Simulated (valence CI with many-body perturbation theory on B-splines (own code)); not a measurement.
Rb4+: calculated level list

Computed by valence CI with perturbative core correlation (CI+MBPT): five valence electrons over a frozen Dirac-Fock core [Ar] 3d10, radial functions for each j: 11 s, 11 p, 10 d, 8 f, 5 g, 2 h, with the one-electron correlation potential Σ1, the two-electron term Σ2, the three-electron term Σ3, Breit, model QED; selected CI, second order for the rest, scaled by the run's own slope (own B-spline code, finite nucleus).

Set against measurement, 17 paired levels are off by 116 cm⁻¹ on average, the worst by 227. These come from a selection out of Sansonetti, J. Phys. Chem. Ref. Data 35, 301 (2006). Levels without a partner in it may be off by more. Among the levels kept, up to 3400 cm⁻¹ of a level comes from second order outside the variational space, and about a tenth of that is noise between levels of different J, which matters for small intervals. 2 measured levels below the end of the list, from 268680 cm⁻¹ on, found no clear computed partner, and computed levels of the same name lie up to 4452 cm⁻¹ from them.

Levels 46 to 90 of 180, with energies above the lowest level, 4s2 4p3 4S°_3/2. "Leading %" is the weight of the configuration and term that name the level; weights of strongly mixed levels are sums over their largest components and can fall short. In the jj column 3d3/2^4 stands for four electrons in 3d with j = 3/2. Lifetimes count E1, E2, E3, M1 and M2 decay at the calculated energies, and are blank where another channel may lead or the interval is too uncertain; long ones can be off by a factor of two.

| No. | Configuration | Term | J | E (cm⁻¹) | Leading % | Lifetime | Leading jj |
| --- | --- | --- | --- | --- | --- | --- | --- |
| 46 | 4s2 4p2 4d | 2D | 3/2 | 277210 | 88 | 21.9 ps | 4s^2 4p3/2^2 4d3/2 (56 %) |
| 47 | 4s2 4p2 5s | 2D | 5/2 | 286000 | 85 | 100 ps | 4s^2 4p3/2^2 5s (59 %) |
| 48 | 4s2 4p2 5s | 2D | 3/2 | 286750 | 75 | 74.2 ps | 4s^2 4p3/2^2 5s (72 %) |
| 49 | 4s2 4p2 5p | 2S° | 1/2 | 303300 | 48 | 470 ps | 4s^2 4p1/2^2 5p1/2 (62 %) |
| 50 | 4s2 4p2 5p | 4D° | 1/2 | 306850 | 60 | 432 ps | 4s^2 4p1/2 4p3/2 5p1/2 (58 %) |
| 51 | 4s2 4p2 5s | 2S | 1/2 | 307470 | 89 | 152 ps | 4s^2 4p3/2^2 5s (78 %) |
| 52 | 4s2 4p2 5p | 4D° | 3/2 | 307730 | 76 | 389 ps | 4s^2 4p1/2^2 5p3/2 (48 %) |
| 53 | 4s 4p3 4d | 6D° | 1/2 | 308140 | 97 | 31.4 ns | 4s 4p1/2 4p3/2^2 4d3/2 (51 %) |
| 54 | 4s 4p3 4d | 6D° | 3/2 | 308280 | 96 | 19.4 ns | 4s 4p1/2 4p3/2^2 4d3/2 (45 %) |
| 55 | 4s 4p3 4d | 6D° | 5/2 | 308440 | 97 | 32.6 ns | 4s 4p1/2 4p3/2^2 4d3/2 (35 %) |
| 56 | 4s 4p3 4d | 6D° | 7/2 | 308680 | 96 | 66.9 ns | 4s 4p1/2 4p3/2^2 4d5/2 (30 %) |
| 57 | 4s 4p3 4d | 6D° | 9/2 | 309020 | 97 | 258 ns | 4s 4p1/2 4p3/2^2 4d5/2 (53 %) |
| 58 | 4s2 4p2 5p | 4D° | 5/2 | 311800 | 87 | 380 ps | 4s^2 4p1/2 4p3/2 5p3/2 (74 %) |
| 59 | 4s2 4p2 5p | 2D° | 3/2 | 311970 | 41 | 448 ps | 4s^2 4p1/2 4p3/2 5p1/2 (54 %) |
| 60 | 4p5 | 2P° | 3/2 | 313970 | 55 | 475 ps | 4p1/2^2 4p3/2^3 (55 %) |
| 61 | 4s2 4p2 5p | 4P° | 1/2 | 314580 | 84 | 381 ps | 4s^2 4p1/2 4p3/2 5p3/2 (56 %) |
| 62 | 4s2 4p2 5p | 2D° | 3/2 | 314870 | 44 | 425 ps | 4s^2 4p1/2 4p3/2 5p3/2 (86 %) |
| 63 | 4s2 4p2 5p | 2D° | 5/2 | 315300 | 49 | 433 ps | 4s^2 4p1/2 4p3/2 5p1/2 (54 %) |
| 64 | 4s2 4p2 5p | 4D° | 7/2 | 315850 | 86 | 379 ps | 4s^2 4p1/2 4p3/2 5p3/2 (58 %) |
| 65 | 4s2 4p2 5p | 4S° | 3/2 | 318230 | 43 | 381 ps | 4s^2 4p1/2 4p3/2 5p1/2 (33 %) |
| 66 | 4p5 | 2P° | 1/2 | 321110 | 48 | 610 ps | 4p1/2 4p3/2^4 (48 %) |
| 67 | 4s2 4p2 5p | 4P° | 5/2 | 321740 | 44 | 432 ps | 4s^2 4p3/2^2 5p3/2 (48 %) |
| 68 | 4s2 4p2 5p | 2P° | 3/2 | 322450 | 78 | 476 ps | 4s^2 4p1/2 4p3/2 5p3/2 (54 %) |
| 69 | 4s2 4p2 5p | 2P° | 1/2 | 324090 | 64 | 433 ps | 4s^2 4p3/2^2 5p3/2 (46 %) |
| 70 | 4s2 4p2 5p | 2F° | 5/2 | 330140 | 57 | 418 ps | 4s^2 4p3/2^2 5p3/2 (45 %) |
| 71 | 4s2 4p2 5p | 2D° | 3/2 | 331540 | 68 | 460 ps | 4s^2 4p3/2^2 5p1/2 (51 %) |
| 72 | 4s 4p3 4d | 4D° | 5/2 | 331850 | 84 | 1.29 ns | 4s 4p1/2^2 4p3/2 4d5/2 (25 %) |
| 73 | 4s2 4p2 5p | 2F° | 7/2 | 331910 | 74 | 473 ps | 4s^2 4p3/2^2 5p3/2 (47 %) |
| 74 | 4s2 4p2 5p | 2D° | 5/2 | 332260 | 67 | 500 ps | 4s^2 4p3/2^2 5p1/2 (64 %) |
| 75 | 4s 4p3 4d | 4D° | 3/2 | 332310 | 87 | 1.33 ns | 4s 4p1/2 4p3/2^2 4d3/2 (24 %) |
| 76 | 4s 4p3 4d | 4D° | 7/2 | 332440 | 74 | 1.00 ns | 4s 4p1/2 4p3/2^2 4d5/2 (45 %) |
| 77 | 4s 4p3 4d | 4D° | 1/2 | 333060 | 91 | 1.25 ns | 4s 4p1/2 4p3/2^2 4d5/2 (48 %) |
| 78 | 4s2 4p2 5p | 2P° | 1/2 | 337800 | 92 | 370 ps | 4s^2 4p1/2 4p3/2 5p3/2 (66 %) |
| 79 | 4s 4p3 4d | 4F° | 3/2 | 339320 | 84 | 1.92 ns | 4s 4p1/2 4p3/2^2 4d3/2 (46 %) |
| 80 | 4s 4p3 4d | 4F° | 5/2 | 340380 | 82 | 1.96 ns | 4s 4p1/2 4p3/2^2 4d3/2 (53 %) |
| 81 | 4s2 4p2 5p | 2P° | 3/2 | 341230 | 79 | 400 ps | 4s^2 4p3/2^2 5p3/2 (72 %) |
| 82 | 4s 4p3 4d | 4F° | 7/2 | 341720 | 80 | 2.12 ns | 4s 4p1/2 4p3/2^2 4d3/2 (44 %) |
| 83 | 4s 4p3 4d | 4F° | 9/2 | 343560 | 81 | 2.96 ns | 4s 4p1/2 4p3/2^2 4d5/2 (61 %) |
| 84 | 4s 4p3 4d | 4G° | 5/2 | 345320 | 64 | 5.28 ns | 4s 4p1/2 4p3/2^2 4d3/2 (25 %) |
| 85 | 4s 4p3 4d | 4G° | 7/2 | 346150 | 62 | 6.27 ns | 4s 4p1/2 4p3/2^2 4d3/2 (25 %) |
| 86 | 4s 4p3 4d | 4G° | 9/2 | 347320 | 63 | 20.7 ns | 4s 4p1/2 4p3/2^2 4d5/2 (40 %) |
| 87 | 4s 4p3 4d | 4G° | 11/2 | 348760 | 75 | 63.7 ns | 4s 4p1/2 4p3/2^2 4d5/2 (75 %) |
| 88 | 4s 4p3 4d | 2S° | 1/2 | 353270 | 77 | 821 ps | 4s 4p1/2 4p3/2^2 4d5/2 (41 %) |
| 89 | 4s2 4p2 5p | 2P° | 1/2 | 353430 | 87 | 439 ps | 4s^2 4p3/2^2 5p1/2 (72 %) |
| 90 | 4s2 4p2 5p | 2P° | 3/2 | 354770 | 89 | 406 ps | 4s^2 4p3/2^2 5p3/2 (74 %) |

Names give the largest LS component (configuration and term), which can be under half, so a name can repeat, a term be missing and a line seem to break the LS rules; names also repeat where a configuration has a term twice.

Where two levels of one J and parity lie close, their mixing, g and order are uncertain.
